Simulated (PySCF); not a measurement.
# Bond length, frequency and bond energy of GeC by level of theory

State: ³Π (triplet), unpaired electrons σ ↑, π ↑. Set-up: PySCF, scalar-relativistic core potentials, basis sets Ge aug-cc-pVDZ-PP with ECP10, C aug-cc-pVDZ. De refers to Ge + C in their high-spin ground configurations, without counterpoise correction. The functionals are run spin-unrestricted. A positive dipole means Ge(−)C(+). Levels whose curve was spin-contaminated or gave no clean fit are not listed.

| Level | Re (Å) | ωe (cm⁻¹) | De (eV) | μ (D) | CPU s a point (SCF and correlation, without the integrals) |
| --- | --- | --- | --- | --- | --- |
| ROHF | 1.776 | 892 | 1.45 | -1.84 | 0.15 |
| ROHF-MP2 | 1.817 | 846 | 3.40 | n/a | 0.28 |
| ROHF-SCS-MP2 | 1.817 | 838 | 3.18 | n/a | n/a |
| PBE | 1.823 | 781 | 4.17 | -2.08 | 0.69 |
| BP86 | 1.825 | 776 | 4.14 | -2.08 | 0.49 |
| r²SCAN | 1.808 | 790 | 3.89 | -1.82 | 1.1 |
| PBE0 | 1.804 | 805 | 3.73 | -2.03 | 1.1 |
| B97-3 | 1.812 | 797 | 3.66 | -2.18 | 0.62 |
| ωB97X | 1.798 | 807 | 3.72 | -2.04 | 0.96 |

The bond length runs from 1.776 Å (ROHF) to 1.825 Å (BP86). De spans 1.45 eV (ROHF, mean field) to 4.17 eV (PBE, GGA).

Correlated steps freeze 5 core orbitals. Correlated levels converge slowly with the basis: in double zeta they bind strong bonds too weakly, by up to about 1 eV, and carry superposition errors of some tenths. Spin–orbit coupling is left out. UHF is strongly spin-contaminated for GeC, so the ROHF reference used there is far from stable. The state was picked by a PBE0 search and need not be the measured ground state.

The whole job (state search and all levels along the bond) took about 2.4 min on 1 thread of Arm Neoverse V2 (shared host), peak memory 0.77 GiB.
